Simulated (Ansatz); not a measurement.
Input file for Ansatz (a quantum-chemistry and plane-wave program): R-B2PLYP/def2-TZVPP on F6Ga2.

Ansatz 0.2 input:
```yaml
crystal:
  periodic: [false, false, false]
  atoms:
    - {symbol: Ga, position_ang: [-1.10902661, -0.21031960, -0.94220648]}
    - {symbol: Ga, position_ang: [1.10907744, 0.21012937, 0.94212577]}
    - {symbol: F, position_ang: [-2.04094499, 1.18542621, -1.36541851]}
    - {symbol: F, position_ang: [-1.34749180, -1.82681866, -1.51291221]}
    - {symbol: F, position_ang: [2.04243942, -1.18422684, 1.36669064]}
    - {symbol: F, position_ang: [1.34563647, 1.82730356, 1.51175762]}
    - {symbol: F, position_ang: [-0.75718274, -0.22122244, 0.94061244]}
    - {symbol: F, position_ang: [0.75749281, 0.21972840, -0.94074927]}
basis:
  gaussian:
    orbitals: def2-TZVPP
hamiltonian:
  xc: {name: B2PLYP}
magnetization: {spin_polarized: false}
correlation: {electrons: outside_noble_gas}
scf: {lower_state_search: off}
```

The log:

```
WARN ansatz: RAYON_NUM_THREADS=4 ignored (pool sized by the plan → 4); use --threads N
Functional definition: B2PLYP
these checks for a lower state are left out or cut short: stability, starts, cluster_reference, orbital_swaps, neighbouring_geometries, increment
integrals: 0.89 GiB planned
1892 factors; integrals over basis functions are off by at most 8.2e-4 eV
mean field: 2.24 GiB planned
mean field evaluation 1: about -121019.0727 eV, gradient 7.9e1 eV
mean field evaluation 2: about -121019.2618 eV, gradient 7.9e1 eV
mean field evaluation 4: about -121027.8708 eV, gradient 5.2e0 eV
mean field evaluation 8: about -121027.9392 eV, gradient 7.5e-1 eV
mean field evaluation 16: about -121027.9399 eV, gradient 1.0e-4 eV
mean field -121027.93986821 eV, -4447.6947544725 hartree, gradient 5.3e-6 eV, S^2 0.000000; 0 other end points of the search recorded, 0 dependent functions left out
34 core orbitals not correlated, not the lowest: weight in the atoms' cores, before any rotation towards them, 0.931 or more for the frozen orbitals, at most 0.052 for the correlated occupied ones
reference -121027.94002937 eV, -4447.6947603952 hartree; 24, 24 occupied and 224, 224 virtual orbitals, 1892 factors
second order -54.31307123 eV of doubles, -0.00000000 eV of singles
Total energy: -121042.60455860 eV, -4448.2336719044 hartree
Checks for a lower state left out: stability, starts, cluster_reference, orbital_swaps, neighbouring_geometries, increment
```

The calculation finished and met its thresholds.

Cost: very roughly 19 core-seconds.
